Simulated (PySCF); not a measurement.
Does the drawn structure hold up?

C6H5P3. Drawn bonds (atoms numbered from 1): C1≡C2, C2–C3, C3–P4, P4–C5, C5–P6, P6–C7, C7–C8, C7–P9, C3–P9, C1–H10, C5–H11, C8–H12, C8–H13, C8–H14.

Geometry after optimisation with GFN2-xTB (Å):

```
atom  x, y, z in Å
C1    -3.640   -0.494   -0.005
C2    -2.517   -0.118   -0.210
C3    -1.193    0.292   -0.406
P4    -0.478    1.371   -1.752
C5    -0.527    1.519    0.130
P6     1.027    1.221    1.095
C7     1.420   -0.123    0.156
C8     2.638   -0.967    0.335
P9     0.229   -0.623   -1.161
H10   -4.623   -0.816    0.170
H11   -1.182    2.303    0.511
H12    2.360   -2.013    0.481
H13    3.266   -0.919   -0.557
H14    3.221   -0.634    1.191
```

Here a drawn bond counts as lost beyond 1.3 times the sum of covalent radii plus 0.1 Å; another pair counts as a new contact within 1.08 times that sum, or 1.2 times among H, C, N, O, F, S and Cl. Covalent radii used (Å): C 0.73, H 0.31, P 1.07.

Which drawn bonds no longer describe this geometry, and which new contacts appear?

No drawn bond is lost. New contacts: C3–C5 (1.50 Å; radii sum 1.46 Å) and P4–P9 (2.20 Å; radii sum 2.14 Å). The tight-binding optimisation can itself be at fault, so a check at a higher level is due before the drawing is dismissed.

How long is each drawn bond in this geometry?

```tsv
drawn bond	length (Å)	over radii sum
C1–C2	1.202	0.82
C2–C3	1.400	0.96
C3–P4	1.868	1.04
P4–C5	1.888	1.05
C5–P6	1.853	1.03
P6–C7	1.687	0.94
C7–C8	1.492	1.02
C7–P9	1.845	1.03
C3–P9	1.852	1.03
C1–H10	1.049	1.01
C5–H11	1.090	1.05
C8–H12	1.091	1.05
C8–H13	1.092	1.05
C8–H14	1.089	1.05
```

All values are computed, not measured.
